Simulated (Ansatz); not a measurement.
A made-up structure of BH₃TeS, singlet:

```csv
atom,x (Å),y (Å),z (Å)
B1,-0.8978,0.3455,-0.9120
Te2,-0.7209,-0.6576,0.9180
S3,1.6545,-0.9899,1.0101
H4,-0.4743,-2.1041,1.7564
H5,0.0710,0.6013,-1.5521
H6,1.9030,0.0804,1.7827
```

It is relaxed with PBE-D4/def2-SVP and then PBE0-D4/def2-TZVP (Ansatz 0.2.0). Atoms count as bonded within 1.22 times the sum of their covalent radii (H–H: 0.88 Å). The end point is not checked to be a true minimum.

Problem. Does its bonding change? (A judgement: the text doesn't fix the answer.)

Solution. By the calculation: No: no bond forms or breaks.

Where it ends: The first stage lowers the energy by 2.21 eV in 18 steps. It ends as BH₃TeS ([BH][TeH][SH]):
```json
{"atom": "B1", "x (Å)": "-1.2471", "y (Å)": "0.0807", "z (Å)": "-0.9145"}
{"atom": "Te2", "x (Å)": "-0.0790", "y (Å)": "-0.2125", "z (Å)": "0.8245"}
{"atom": "S3", "x (Å)": "2.2530", "y (Å)": "-1.0949", "z (Å)": "1.5080"}
{"atom": "H4", "x (Å)": "-0.7537", "y (Å)": "-1.6995", "z (Å)": "1.0850"}
{"atom": "H5", "x (Å)": "-0.9511", "y (Å)": "0.4191", "z (Å)": "-2.0235"}
{"atom": "H6", "x (Å)": "2.3134", "y (Å)": "-0.2173", "z (Å)": "2.5236"}
```

Labels in which every atom is bracketed show which atoms are joined, not bond orders.

For scale, one of the runs: PBE0-D4/def2-TZVP relaxation, 136 basis functions, launched by `ansatz run in.yaml --threads 2 --pin off --events-out ev --progress --plain --max-ram 4352MiB`. The run took about 64 s on 2 CPU threads of an Arm Neoverse V2 (shared host).
